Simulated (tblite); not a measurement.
A geometry optimisation, step by step.

Compound: C5H10O2Si.
Atom-mapped SMILES: `[CH3:1][C@H:2]1[CH:3]=[CH:4][CH2:5][Si:6]1([OH:7])[OH:8]` (hydrogens: H9, H10, H11 on C1; H12 on C2; H13 on C3; H14 on C4; H15, H16 on C5; H17 on O7; H18 on O8)

Computed with GFN2-xTB (tblite), gas phase: L-BFGS steps from a force-field or distance-geometry start until the largest atomic force falls under 0.01 eV/Å. 11 of its 121 geometries are shown.

Step 0: E = -699.1508 eV, largest atomic force 4.346 eV/Å
```
atom  x, y, z in Å  |  force x, y, z in eV/Å
C1      2.129    0.252   -0.151    1.093   0.381  -0.556
C2      0.730   -0.054   -0.671    1.240   0.078   0.614
C3      0.399   -1.421   -0.198    2.734  -0.918  -1.582
C4     -0.770   -1.627    0.278   -2.694  -2.907   1.782
C5     -1.735   -0.524    0.384   -1.324   0.648   0.035
Si6    -0.596    0.941    0.145   -0.431   2.595   0.774
O7     -1.178    2.077   -0.986    0.028  -1.566  -0.209
O8     -0.172    1.597    1.667   -2.259   0.410  -1.478
H9      2.360    1.340   -0.234   -0.173  -0.803   0.324
H10     2.287   -0.118    0.883   -0.253   0.488  -0.698
H11     2.838   -0.269   -0.816    0.042   0.131   0.416
H12     0.708    0.066   -1.757    0.103  -0.258   0.001
H13     1.159   -2.232   -0.283   -0.592   0.753  -0.020
H14    -1.078   -2.656    0.649    0.299   1.257  -0.406
H15    -2.254   -0.474    1.365    0.061  -0.436  -0.723
H16    -2.479   -0.573   -0.448    0.231  -0.170   0.823
H17    -1.371    1.597   -1.835    0.217   1.049   1.200
H18    -0.985    2.088    1.996    1.678  -0.732  -0.297
```

Step 12: E = -699.9197 eV, largest atomic force 0.210 eV/Å
```
atom  x, y, z in Å  |  force x, y, z in eV/Å
C1      2.210    0.252   -0.162   -0.046   0.020  -0.037
C2      0.782   -0.072   -0.609    0.043  -0.130   0.019
C3      0.399   -1.476   -0.210    0.061   0.012  -0.085
C4     -0.810   -1.700    0.284   -0.024  -0.088   0.041
C5     -1.774   -0.550    0.388   -0.020  -0.098   0.036
Si6    -0.651    0.970    0.120    0.070  -0.099  -0.066
O7     -1.241    2.076   -0.931   -0.085   0.066  -0.048
O8     -0.238    1.742    1.485   -0.008  -0.010  -0.004
H9      2.406    1.317   -0.244   -0.047   0.062   0.032
H10     2.353   -0.047    0.873   -0.040   0.067   0.048
H11     2.953   -0.264   -0.768   -0.070  -0.114  -0.032
H12     0.750   -0.004   -1.711    0.031  -0.010   0.207
H13     1.140   -2.258   -0.337   -0.123   0.092   0.063
H14    -1.133   -2.675    0.632    0.044   0.090  -0.143
H15    -2.303   -0.585    1.343    0.071   0.016  -0.042
H16    -2.545   -0.655   -0.385    0.110   0.018   0.082
H17    -1.407    1.797   -1.829   -0.030   0.100   0.051
H18    -0.900    2.138    2.049    0.064   0.006  -0.123
```

Step 24: E = -699.9611 eV, largest atomic force 0.132 eV/Å
```
atom  x, y, z in Å  |  force x, y, z in eV/Å
C1      2.193    0.257   -0.131    0.128   0.018   0.028
C2      0.784   -0.100   -0.594    0.098   0.074   0.004
C3      0.409   -1.505   -0.206   -0.031   0.074  -0.047
C4     -0.809   -1.737    0.260    0.005   0.026  -0.117
C5     -1.758   -0.578    0.392   -0.027  -0.037  -0.010
Si6    -0.658    0.946    0.086    0.020   0.010   0.043
O7     -1.304    2.106   -0.876    0.034  -0.025  -0.008
O8     -0.199    1.709    1.441   -0.008  -0.001   0.058
H9      2.401    1.313   -0.279   -0.072   0.045  -0.031
H10     2.324    0.039    0.925   -0.093   0.001   0.047
H11     2.937   -0.310   -0.689    0.021  -0.078  -0.004
H12     0.786   -0.038   -1.690   -0.011  -0.056  -0.036
H13     1.161   -2.274   -0.325   -0.108  -0.003   0.002
H14    -1.156   -2.727    0.519    0.028   0.036   0.060
H15    -2.244   -0.591    1.367    0.024  -0.053   0.061
H16    -2.562   -0.671   -0.339   -0.022  -0.064  -0.049
H17    -1.480    1.936   -1.797   -0.026  -0.020   0.020
H18    -0.835    2.232    1.923    0.040   0.054  -0.019
```

Step 36: E = -699.9907 eV, largest atomic force 0.115 eV/Å
```
atom  x, y, z in Å  |  force x, y, z in eV/Å
C1      2.179    0.267   -0.094   -0.039  -0.013  -0.013
C2      0.795   -0.105   -0.621   -0.072   0.033   0.013
C3      0.410   -1.512   -0.257   -0.003   0.003   0.035
C4     -0.807   -1.752    0.202   -0.061  -0.009  -0.049
C5     -1.760   -0.609    0.383    0.004   0.078   0.022
Si6    -0.658    0.924    0.086   -0.013  -0.041   0.016
O7     -1.290    2.138   -0.822    0.014  -0.110  -0.010
O8     -0.209    1.642    1.472    0.012   0.001  -0.019
H9      2.410    1.301   -0.339    0.009  -0.001   0.002
H10     2.203    0.159    0.986    0.015   0.008   0.027
H11     2.943   -0.372   -0.532    0.035  -0.034   0.013
H12     0.831   -0.046   -1.717   -0.009   0.033   0.028
H13     1.139   -2.303   -0.364    0.062   0.038  -0.089
H14    -1.141   -2.745    0.464   -0.004  -0.046   0.018
H15    -2.176   -0.655    1.390   -0.036   0.038   0.002
H16    -2.607   -0.700   -0.301    0.075  -0.022  -0.001
H17    -1.579    1.964   -1.713   -0.005   0.007   0.005
H18    -0.691    2.410    1.767    0.018   0.037   0.000
```

Step 48: E = -700.0042 eV, largest atomic force 0.071 eV/Å
```
atom  x, y, z in Å  |  force x, y, z in eV/Å
C1      2.164    0.262   -0.063    0.006   0.013   0.010
C2      0.785   -0.097   -0.615    0.032   0.014   0.003
C3      0.405   -1.515   -0.293   -0.002   0.008   0.001
C4     -0.800   -1.766    0.193   -0.009  -0.005  -0.067
C5     -1.752   -0.624    0.400    0.007  -0.022   0.020
Si6    -0.665    0.915    0.111    0.006  -0.016   0.004
O7     -1.294    2.117   -0.812   -0.033  -0.003   0.009
O8     -0.224    1.648    1.491   -0.038   0.060  -0.004
H9      2.429    1.273   -0.365    0.034  -0.015   0.016
H10     2.152    0.226    1.024    0.005  -0.022  -0.031
H11     2.928   -0.424   -0.430   -0.044   0.018   0.006
H12     0.833   -0.007   -1.707    0.008   0.011  -0.013
H13     1.135   -2.292   -0.472   -0.005  -0.002   0.017
H14    -1.130   -2.766    0.435   -0.010  -0.008   0.006
H15    -2.185   -0.680    1.397   -0.011   0.008   0.037
H16    -2.586   -0.715   -0.299    0.012   0.009  -0.002
H17    -1.632    1.934   -1.683    0.012  -0.023  -0.004
H18    -0.572    2.518    1.677    0.028  -0.026  -0.008
```

Step 60: E = -700.0094 eV, largest atomic force 0.047 eV/Å
```
atom  x, y, z in Å  |  force x, y, z in eV/Å
C1      2.163    0.254   -0.044   -0.012   0.014  -0.016
C2      0.786   -0.080   -0.612   -0.032  -0.005  -0.001
C3      0.403   -1.504   -0.317    0.004  -0.002  -0.020
C4     -0.800   -1.770    0.167    0.016   0.002   0.000
C5     -1.746   -0.633    0.415   -0.012  -0.013   0.010
Si6    -0.671    0.915    0.129   -0.020   0.009  -0.018
O7     -1.344    2.088   -0.802    0.025   0.005  -0.024
O8     -0.252    1.673    1.502   -0.027   0.038  -0.004
H9      2.467    1.251   -0.352    0.007   0.020   0.010
H10     2.134    0.227    1.042    0.024  -0.028   0.012
H11     2.909   -0.458   -0.396    0.008  -0.002   0.015
H12     0.843    0.032   -1.703   -0.005  -0.009   0.030
H13     1.136   -2.276   -0.508   -0.015  -0.009  -0.010
H14    -1.126   -2.776    0.395    0.005   0.022  -0.014
H15    -2.170   -0.709    1.416    0.026   0.002   0.035
H16    -2.590   -0.700   -0.274   -0.006  -0.009  -0.016
H17    -1.644    1.886   -1.684    0.004  -0.007   0.021
H18    -0.506    2.586    1.615    0.010  -0.028  -0.009
```

Step 72: E = -700.0157 eV, largest atomic force 0.059 eV/Å
```
atom  x, y, z in Å  |  force x, y, z in eV/Å
C1      2.167    0.240   -0.011    0.013  -0.004   0.017
C2      0.786   -0.059   -0.596    0.018  -0.024   0.008
C3      0.397   -1.490   -0.352    0.001  -0.027  -0.015
C4     -0.802   -1.770    0.132   -0.010   0.023   0.004
C5     -1.738   -0.640    0.446    0.002   0.010   0.019
Si6    -0.685    0.920    0.137   -0.029  -0.016   0.024
O7     -1.333    2.065   -0.845   -0.019  -0.007   0.014
O8     -0.339    1.716    1.510   -0.011   0.049  -0.005
H9      2.494    1.242   -0.280   -0.036   0.019  -0.010
H10     2.145    0.171    1.073   -0.034  -0.021  -0.007
H11     2.900   -0.472   -0.388    0.014   0.005   0.003
H12     0.852    0.086   -1.681    0.028  -0.003  -0.014
H13     1.118   -2.261   -0.582    0.024  -0.011  -0.026
H14    -1.133   -2.783    0.318    0.009   0.022  -0.002
H15    -2.091   -0.732    1.472   -0.005   0.012   0.014
H16    -2.624   -0.710   -0.189    0.019   0.026   0.008
H17    -1.670    1.817   -1.701    0.004   0.005  -0.028
H18    -0.453    2.665    1.525    0.013  -0.057  -0.004
```

Step 84: E = -700.0214 eV, largest atomic force 0.054 eV/Å
```
atom  x, y, z in Å  |  force x, y, z in eV/Å
C1      2.157    0.229    0.025   -0.011   0.014   0.009
C2      0.789   -0.053   -0.599    0.009   0.015   0.010
C3      0.385   -1.488   -0.401    0.018   0.007  -0.008
C4     -0.801   -1.769    0.112   -0.006   0.018   0.001
C5     -1.713   -0.641    0.492   -0.040  -0.003  -0.004
Si6    -0.689    0.923    0.140    0.012  -0.015  -0.016
O7     -1.355    2.029   -0.876    0.001  -0.015  -0.001
O8     -0.400    1.757    1.503    0.035   0.008  -0.041
H9      2.464    1.250   -0.192    0.016  -0.025   0.015
H10     2.116    0.107    1.104   -0.030  -0.006  -0.005
H11     2.913   -0.453   -0.369   -0.034   0.031  -0.005
H12     0.889    0.118   -1.680   -0.017   0.005   0.024
H13     1.087   -2.258   -0.686    0.023  -0.017  -0.010
H14    -1.142   -2.784    0.267    0.010   0.017   0.007
H15    -2.017   -0.741    1.534    0.012   0.000  -0.007
H16    -2.627   -0.692   -0.102   -0.025  -0.018   0.019
H17    -1.665    1.760   -1.736    0.012   0.001   0.001
H18    -0.399    2.710    1.453    0.012  -0.017   0.013
```

Step 96: E = -700.0274 eV, largest atomic force 0.026 eV/Å
```
atom  x, y, z in Å  |  force x, y, z in eV/Å
C1      2.124    0.225    0.074   -0.005  -0.009   0.002
C2      0.783   -0.040   -0.611   -0.004   0.004  -0.010
C3      0.371   -1.478   -0.455    0.009   0.007  -0.009
C4     -0.802   -1.764    0.085    0.012   0.002  -0.002
C5     -1.696   -0.646    0.532    0.013  -0.004   0.003
Si6    -0.701    0.923    0.121   -0.016  -0.002  -0.003
O7     -1.385    1.996   -0.917    0.001  -0.005  -0.012
O8     -0.385    1.787    1.458   -0.006   0.025  -0.004
H9      2.424    1.262   -0.068   -0.002  -0.017   0.007
H10     2.042    0.035    1.141    0.005   0.003   0.001
H11     2.903   -0.418   -0.336    0.001  -0.008   0.004
H12     0.919    0.162   -1.681    0.001  -0.011  -0.009
H13     1.059   -2.244   -0.785   -0.007   0.009   0.009
H14    -1.143   -2.781    0.224    0.003   0.010  -0.005
H15    -1.910   -0.750    1.596    0.001   0.004   0.000
H16    -2.657   -0.708    0.019    0.008   0.004   0.003
H17    -1.645    1.711   -1.789   -0.011   0.004   0.010
H18    -0.311    2.735    1.379   -0.004  -0.015   0.013
```

Step 108: E = -700.0283 eV, largest atomic force 0.023 eV/Å
```
atom  x, y, z in Å  |  force x, y, z in eV/Å
C1      2.116    0.213    0.094    0.003  -0.006   0.002
C2      0.783   -0.029   -0.616    0.004   0.012  -0.001
C3      0.369   -1.468   -0.480    0.002   0.012  -0.006
C4     -0.797   -1.759    0.073   -0.012   0.002   0.001
C5     -1.680   -0.644    0.549   -0.006  -0.007  -0.005
Si6    -0.705    0.931    0.115   -0.001  -0.010   0.008
O7     -1.399    1.981   -0.939   -0.001   0.002   0.009
O8     -0.406    1.813    1.444    0.008  -0.022   0.001
H9      2.428    1.248   -0.024    0.003  -0.008   0.005
H10     2.014    0.003    1.155    0.010   0.009   0.007
H11     2.894   -0.432   -0.314    0.002   0.002   0.004
H12     0.936    0.184   -1.681    0.005   0.002  -0.010
H13     1.052   -2.230   -0.829    0.001  -0.007  -0.003
H14    -1.139   -2.777    0.201    0.000   0.004   0.001
H15    -1.862   -0.754    1.619   -0.006   0.015  -0.011
H16    -2.655   -0.707    0.062    0.007  -0.002   0.019
H17    -1.672    1.677   -1.800   -0.011  -0.002  -0.011
H18    -0.286    2.755    1.358   -0.007   0.003  -0.009
```

Step 120: E = -700.0288 eV, largest atomic force 0.009 eV/Å
```
atom  x, y, z in Å  |  force x, y, z in eV/Å
C1      2.114    0.207    0.106    0.000   0.002   0.003
C2      0.787   -0.024   -0.621    0.000  -0.006   0.000
C3      0.368   -1.463   -0.493    0.000  -0.005   0.000
C4     -0.794   -1.756    0.067   -0.003   0.002  -0.001
C5     -1.674   -0.643    0.553   -0.002   0.003   0.002
Si6    -0.705    0.932    0.107   -0.003   0.000   0.001
O7     -1.412    1.977   -0.943   -0.001   0.000  -0.006
O8     -0.401    1.815    1.434    0.007  -0.001   0.002
H9      2.439    1.238   -0.014    0.000   0.002  -0.002
H10     1.998    0.006    1.168    0.000   0.000   0.001
H11     2.890   -0.448   -0.288    0.000   0.000  -0.001
H12     0.952    0.194   -1.682    0.001  -0.002   0.000
H13     1.046   -2.225   -0.850    0.000   0.000  -0.001
H14    -1.136   -2.774    0.193    0.000   0.002  -0.003
H15    -1.842   -0.748    1.625    0.004  -0.002  -0.004
H16    -2.655   -0.709    0.081    0.002   0.001   0.001
H17    -1.705    1.671   -1.796    0.001  -0.004   0.004
H18    -0.278    2.756    1.341   -0.006   0.007   0.002
```

Question: Summarise the path.

Answer: The energy falls by 20.25 kcal/mol from step 0 to step 120; nine tenths of that is first reached at step 17. It falls at every step. The largest force goes from 4.346 to 0.009 eV/Å. Among the bonds Si6–O8 changes most, from 1.710 to 1.623 Å; the atoms move by 0.462 Å rms after alignment.

Question: Follow the three bonds and two angles with the largest change from start to end.

Answer: 
```csv
step,E above end (kcal/mol),largest force (eV/Å),Si6–O8 (Å),C2–Si6 (Å),Si6–O7 (Å),Si6–O8–H18 (°),Si6–O7–H17 (°)
0,20.25,4.346,1.710,1.848,1.705,106.2,108.1
5,5.12,0.509,1.612,1.884,1.629,117.9,112.7
10,2.82,0.175,1.623,1.921,1.643,122.0,115.7
16,2.09,0.159,1.623,1.910,1.640,120.7,120.7
21,1.81,0.136,1.620,1.908,1.638,119.6,120.6
26,1.39,0.155,1.623,1.909,1.642,119.0,121.3
31,1.12,0.121,1.622,1.909,1.638,118.9,121.4
37,0.85,0.220,1.624,1.914,1.642,118.5,119.6
42,0.66,0.103,1.623,1.910,1.640,119.1,121.2
47,0.58,0.073,1.624,1.911,1.640,118.6,120.8
52,0.52,0.044,1.623,1.912,1.642,118.9,119.7
57,0.47,0.036,1.624,1.914,1.641,118.8,119.9
63,0.42,0.056,1.624,1.914,1.642,118.7,120.0
68,0.37,0.076,1.623,1.915,1.642,118.4,119.7
73,0.29,0.055,1.624,1.914,1.642,118.3,119.7
78,0.24,0.098,1.624,1.916,1.642,118.4,120.1
83,0.18,0.057,1.624,1.919,1.642,118.1,119.9
89,0.10,0.050,1.623,1.917,1.642,118.2,120.2
94,0.05,0.073,1.623,1.915,1.642,118.2,119.9
99,0.03,0.017,1.623,1.916,1.642,118.5,119.7
104,0.02,0.024,1.623,1.914,1.641,118.9,119.8
110,0.01,0.022,1.623,1.916,1.641,119.0,120.0
115,0.00,0.015,1.623,1.916,1.642,118.8,120.1
120,0.00,0.009,1.623,1.916,1.641,118.8,120.0
```

What follows is the cost of the whole relaxation. The run took 2.1 s wall on an AMD EPYC with one thread, no GPU, shared host with 64 logical CPUs at a one-minute load of 58.
